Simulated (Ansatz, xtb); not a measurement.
**Isomers of GeH3N2 in order of energy**

5 gas-phase structures of GeH3N2, found in a search over its isomers (lower ones may exist). Each was relaxed with GFN2-xTB:

A. `[NH]1[NH][GeH]1`, a doublet
B. `[H]/[N]=[Ge]/[NH2]`, a doublet
C. a doublet given by its coordinates
D. `[H]/[Ge]=[N]/N`, a doublet
E. a doublet given by its coordinates

C (Å):

```json
{"atom": "Ge", "x (Å)": "0.8217", "y (Å)": "-1.1400", "z (Å)": "0.9690"}
{"atom": "N", "x (Å)": "0.1332", "y (Å)": "0.0447", "z (Å)": "-1.3856"}
{"atom": "N", "x (Å)": "0.4990", "y (Å)": "0.3214", "z (Å)": "-0.1536"}
{"atom": "H", "x (Å)": "0.5832", "y (Å)": "1.3055", "z (Å)": "0.1096"}
{"atom": "H", "x (Å)": "-0.0261", "y (Å)": "0.8858", "z (Å)": "-1.9442"}
{"atom": "H", "x (Å)": "1.1859", "y (Å)": "-0.0697", "z (Å)": "2.1605"}
```

Close contacts (Å): Ge1–N3 1.87, N2–N3 1.31, Ge1–H6 1.64, N2–H5 1.02, N3–H4 1.02.

E (Å):

| atom | x (Å) | y (Å) | z (Å) |
| --- | --- | --- | --- |
| Ge | 0.5954 | 0.1529 | 2.4087 |
| N | -1.2312 | 0.2670 | 2.6331 |
| N | -2.0756 | -0.2834 | 1.8120 |
| H | -1.7424 | -0.7872 | 0.9877 |
| H | -3.0689 | -0.1488 | 1.9602 |
| H | 0.4110 | -0.7635 | 0.9687 |

Close contacts (Å): Ge1–N2 1.84, N2–N3 1.30, Ge1–H6 1.72, N3–H4 1.02, N3–H5 1.01.

Q: Which do you expect lowest at r2SCAN-D4/def2-SVP//GFN2-xTB, and how would the others follow?

A: Calculated order at r2SCAN-D4/def2-SVP//GFN2-xTB: B (0.0), C (96.1), D (112.0), E (114.9), A (115.9) kJ/mol. Less than 1 kcal/mol parts D and E; E and A, so the order within those pairs means little.

Energies above the lowest of each column, in kJ/mol; the last columns are at r2SCAN-D4/def2-SVP geometries and were run for some of them only (a dash: not run or not comparable):

```
structure  GFN2-xTB  HF/STO-3G  r2SCAN-D4/def2-SVP//GFN2-xTB  r2SCAN-D4/def2-SVP  CCSD(T)/def2-SVP
        B       0.0        0.0                           0.0                 0.0               0.0
        C      79.5      113.6                          96.1                94.5              93.0
        D      69.1      117.5                         112.0                   –                 –
        E      92.1      209.9                         114.9                   –                 –
        A      73.9      149.1                         115.9                   –                 –
```

Every level run on B puts it lowest or level with the lowest. Flexible structures stand in one conformer each, not always the lowest. Frequencies (r2SCAN-D4/def2-SVP) were run for B, C alone. Open shells are spin-unrestricted, some with notable spin contamination. Large T1 diagnostics make some coupled-cluster values less sure.

Over these structures GFN2-xTB departs from r2SCAN-D4/def2-SVP//GFN2-xTB by 14.1 kJ/mol on average once a common shift is removed. A GFN2-xTB relaxation took about 0.24 s and the r2SCAN-D4/def2-SVP//GFN2-xTB energy about 5.7 s on a shared host (Ansatz 0.2.0, xtb 6.7.1).
